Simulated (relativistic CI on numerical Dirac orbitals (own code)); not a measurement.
# Radial parameters of Cl11+

Calculated at this level of theory: Dirac-Coulomb-Breit CI, KLI orbitals optimised for each configuration, model QED (radiative potential, 1s self-energy scaled to tabulated hydrogen-like ionisation energies), unscaled Slater integrals (own radial code, finite nucleus).

Slater integrals F^k, G^k are unscaled and averaged over j, outside the closed core 1s2; ζ comes from projecting the Hamiltonian with its Breit term on Σ l·s of the shell.

- 2s2 2p2: F^2(2p,2p) = 270110, ζ(2p) = 11105 cm⁻¹; <r>(2p) = 0.3518, <r^2>(2p) = 0.1504 (bohr units).
- 2s 2p3: F^2(2p,2p) = 269000, G^1(2s,2p) = 300750, ζ(2p) = 10934 cm⁻¹; <r>(2s) = 0.4021, <r^2>(2s) = 0.1896, <r>(2p) = 0.3533, <r^2>(2p) = 0.1516 (bohr units).
- 2p4: F^2(2p,2p) = 267180, ζ(2p) = 10775 cm⁻¹; <r>(2p) = 0.3555, <r^2>(2p) = 0.1536 (bohr units).

Averages of the first 10 configurations, taken without configuration mixing, which lowers the lowest level and can move excited configurations by several eV; other configurations of the list can lie among them:

| Configuration | Parity | States | Average energy above the lowest level (eV) |
| --- | --- | --- | --- |
| 2s2 2p2 | even | 15 | 7.5 |
| 2s 2p3 | odd | 40 | 55.3 |
| 2p4 | even | 15 | 114.8 |
| 2p3 3s | odd | 40 | 434.3 |
| 2p3 3p | even | 120 | 447.6 |
| 2s2 2p 3s | odd | 12 | 341.8 |
| 2p3 3d | odd | 200 | 461.9 |
| 2s2 2p 3p | even | 36 | 356.8 |
| 2s2 2p 3d | odd | 60 | 371.3 |
| 2s 2p2 3s | even | 60 | 382.1 |
